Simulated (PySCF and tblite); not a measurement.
Values are calculated unless marked as measured or tabulated.
C₉H₁₂, numbered as in [CH:1]#[C:2][C@@H:3]1[C@H:4]([CH3:5])[CH2:6][C:7]12[CH2:8][CH2:9]2.

Free energies: PBE0-D3(BJ)/6-31G* on GFN2-xTB structures plus GFN2-xTB thermal terms, symmetry and mirror images included. Conformers within 2.5 kcal/mol (GFN2-xTB free energy) were kept, 6 at most. GIAO shieldings: PBE0/6-31G*. Shifts are against TMS (¹H), TMS (¹³C) at the same level; of two unlike H on one atom, a is the less shielded. (PySCF 2.14, tblite 0.8.)

Task: What shifts does this protocol give at 298.15 K under fast conformational exchange?

Result: ¹H: 3.31 (H3, 1H), 2.55 (H4, 1H), 2.37 (H6a, 1H), 1.77 (H6b, 1H), 1.47 (H1, 1H), 1.41 (H5, 3H), 1.14 (H8a, 1H), 0.62 (H9a, 1H), 0.61 (H9b, 1H), 0.49 (H8b, 1H) ppm. ¹³C: 76.5 (C2), 70.6 (C1), 35.2 (C6), 33.8 (C3), 26.4 (C4), 21.0 (C5), 20.1 (C7), 15.3 (C9), 15.0 (C8) ppm.

GFN2-xTB leaves a saturated small ring flat here that puckers in reality. Shifts are unscaled: against experiment ¹³C can be off by 15 ppm or more and ¹H by 0.8 ppm.
